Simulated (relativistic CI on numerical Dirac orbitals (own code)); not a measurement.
Slater and spin-orbit integrals, Bi XXXIV

Method of calculation: Dirac-Coulomb-Breit CI, KLI orbitals optimised for each configuration, model QED, unscaled Slater integrals (own radial code, finite nucleus).

Slater integrals F^k, G^k are unscaled and averaged over j, outside the closed core [Ar] 3d10 4p6; ζ comes from projecting the Hamiltonian with its Breit term on Σ l·s of the shell.

- 4s²4d¹⁰4f⁴: F^2(4f,4f) = 287470, F^4(4f,4f) = 187640, F^6(4f,4f) = 137310, ζ(4f) = 16914 cm⁻¹; <r>(4f) = 0.3659, <r^2>(4f) = 0.1531 (bohr units).
- 4s²4d¹⁰4f³5s: F^2(4f,4f) = 290040, F^4(4f,4f) = 189420, F^6(4f,4f) = 138640, ζ(4f) = 17266, G^3(4f,5s) = 38335 cm⁻¹; <r>(4f) = 0.3632, <r^2>(4f) = 0.1507, <r>(5s) = 0.6584, <r^2>(5s) = 0.4835 (bohr units).
- 4s²4d¹⁰4f³5p: F^2(4f,4f) = 290200, F^4(4f,4f) = 189540, F^6(4f,4f) = 138730, ζ(4f) = 17303, F^2(4f,5p) = 117420, G^2(4f,5p) = 34069, G^4(4f,5p) = 32826, ζ(5p) = 280230 cm⁻¹; <r>(4f) = 0.363, <r^2>(4f) = 0.1506, <r>(5p) = 0.6942, <r^2>(5p) = 0.5394 (bohr units).

Averages of the first 10 configurations, taken without configuration mixing, which lowers the lowest level and can move excited configurations by several eV; other configurations of the list can lie among them:

```tsv
Configuration	Parity	States	Average energy above the lowest level (eV)
4s²4d¹⁰4f⁴	even	1001	26.0
4s²4d¹⁰4f³5s	odd	728	243.7
4s²4d¹⁰4f³5p	even	2184	335.6
4s²4d¹⁰4f²5s²	even	91	474.1
4s²4d¹⁰4f²5s5p	odd	1092	562.6
4s²4d¹⁰4f³5d	odd	3640	450.0
4s²4d¹⁰4f²5p²	even	1365	657.9
4s4d¹⁰4f⁵	odd	4004	820.0
4s²4d¹⁰4f²5s5d	even	1820	679.8
4s²4d⁹4f³5s²	odd	3640	745.4
```
